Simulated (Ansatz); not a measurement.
O2Zr, singlet, at a GFN2-xTB geometry (such geometries of metal compounds can be far from the true shape) (core potentials on Zr); PBE0/def2-SVP (Ansatz, a first-principles code).

Input for Ansatz:
Ansatz 0.2 input:
```yaml
crystal:
  periodic: [false, false, false]
  atoms:
    - {symbol: Zr, position_ang: [-0.14735518, -0.16294999, -0.21094306]}
    - {symbol: O, position_ang: [1.44787434, 0.60647650, -0.38052480]}
    - {symbol: O, position_ang: [-0.71109845, 0.20827346, 1.43524010]}
basis:
  gaussian:
    orbitals: def2-SVP
hamiltonian:
  xc: pbe0
```

Output, abridged:

```
Functional definition: PBE0
639 factors; their error is unknown
mean field evaluation 1: about -5347.8996 eV, gradient 9.7e1 eV
mean field evaluation 2: about -4988.9717 eV, gradient 3.4e2 eV
mean field evaluation 4: about -5367.0577 eV, gradient 8.2e0 eV
mean field evaluation 8: about -5367.2307 eV, gradient 3.4e-2 eV
mean field evaluation 16: about -5367.2661 eV, gradient 4.2e-5 eV
mean field -5367.26614802 eV, -197.2433928762 hartree, gradient 4.2e-5 eV, S^2 0.000000; 0 other end points of the search recorded, 0 dependent functions left out
reference -5367.26618290 eV, -197.2433941577 hartree; 14, 14 occupied and 45, 45 virtual orbitals, 639 factors
Total energy: -5367.26618290 eV, -197.2433941577 hartree
```
